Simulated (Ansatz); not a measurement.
Cartesian coordinates in Å:
```
C 0.649 -1.802 1.345
C 0.879 -0.309 1.116
Al -0.138 0.532 -0.342
C 0.016 2.463 -0.633
C -1.295 -0.569 -1.476
H 1.258 -2.200 2.163
H 0.887 -2.389 0.452
H -0.395 -2.017 1.589
H 1.945 -0.117 0.925
H 0.671 0.252 2.038
H -0.102 2.737 -1.686
H -0.776 2.988 -0.085
H 0.966 2.871 -0.278
H -0.693 -1.241 -2.099
H -1.925 0.018 -2.149
H -1.948 -1.216 -0.880
```

Charge 0, multiplicity 1.

List the B3LYP/def2-TZVPP orbital energies in eV (Ansatz 0.2.0). (Estimate.)

Ansatz gave: Occupied: -1523.37, -276.38, -275.88, -275.74, -275.74, -111.41, -72.18, -71.93, -71.93, -20.14, -18.36, -18.11, -16.32, -11.72, -11.37, -10.67, -10.58, -10.44, -10.40, -10.01, -9.52, -9.21, -7.33, -6.88. Lowest empty: -0.60, 0.01, 1.08, 1.44, 2.20, 2.31, 2.67, 2.77.

B3LYP here is the variant with VWN-RPA as its local correlation; programs differ in this.
